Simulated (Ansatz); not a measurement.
Geometry optimisation, RKS BHLYP-D4/def2-SVP (Ansatz).

Input:

```yaml
crystal:
  periodic: [false, false, false]
  atoms:
    - { symbol: C, position_ang: [-0.7725, 0.8851, -0.1068] }
    - { symbol: C, position_ang: [-0.3923, -0.5233, -0.2703] }
    - { symbol: Si, position_ang: [-0.42009, -0.96512, -2.05764] }
    - { symbol: Zn, position_ang: [-0.78521, -2.40352, -0.01704] }
    - { symbol: H, position_ang: [-0.8415, 1.2118, 0.9363] }
    - { symbol: H, position_ang: [-0.1243, 1.6124, -0.6706] }
    - { symbol: H, position_ang: [-1.8117, 1.0564, -0.5398] }
    - { symbol: H, position_ang: [0.59193, -0.70521, 0.10432] }
    - { symbol: H, position_ang: [0.41715, 0.02166, -2.87477] }
    - { symbol: H, position_ang: [-1.78981, -0.92421, -2.59812] }
basis:
  gaussian: { orbitals: def2-SVP }
hamiltonian:
  xc: { name: BHLYP }
  dispersion: d4
relax:
  f_tol: 0.015
  max_steps: 40
output:
  orbitals: {}
```

Run as:

```bash
$ ansatz run input.yaml --threads 2 --pin off --max-ram 3072MiB --backend cpu --events-out ev --progress --plain --runs-dir out
```

Where does it end, and by what steps?

The forces met the threshold. After 10 steps the energy has fallen by 0.470 eV; H9 moved furthest, 0.65 Å.

```json
{"step": "0", "energy less start (eV)": "0.0000", "largest force component (eV/Å)": "1.886", "accepted": "yes"}
{"step": "1", "energy less start (eV)": "-0.3419", "largest force component (eV/Å)": "0.714", "accepted": "yes"}
{"step": "2", "energy less start (eV)": "-0.4395", "largest force component (eV/Å)": "0.170", "accepted": "yes"}
{"step": "3", "energy less start (eV)": "-0.4603", "largest force component (eV/Å)": "0.221", "accepted": "yes"}
{"step": "4", "energy less start (eV)": "-0.4666", "largest force component (eV/Å)": "0.125", "accepted": "yes"}
{"step": "5", "energy less start (eV)": "-0.4641", "largest force component (eV/Å)": "0.125", "accepted": "no"}
{"step": "6", "energy less start (eV)": "-0.4697", "largest force component (eV/Å)": "0.038", "accepted": "yes"}
{"step": "7", "energy less start (eV)": "-0.4702", "largest force component (eV/Å)": "0.025", "accepted": "yes"}
{"step": "8", "energy less start (eV)": "-0.4702", "largest force component (eV/Å)": "0.017", "accepted": "yes"}
{"step": "9", "energy less start (eV)": "-0.4702", "largest force component (eV/Å)": "0.032", "accepted": "no"}
{"step": "10", "energy less start (eV)": "-0.4703", "largest force component (eV/Å)": "0.004", "accepted": "yes"}
```

```xyz
10
Properties=species:S:1:pos:R:3
C -0.868 0.973 0.011
C -0.351 -0.409 -0.287
Si -0.399 -1.099 -2.131
Zn -0.814 -2.369 -0.214
H -0.809 1.202 1.082
H -0.290 1.752 -0.510
H -1.912 1.090 -0.290
H 0.686 -0.526 0.069
H 0.573 -0.556 -3.129
H -1.745 -0.792 -2.694
```

Time of the run: 40 s on 2 threads of Arm Neoverse V1 (shared host), peak memory 0.25 GiB.
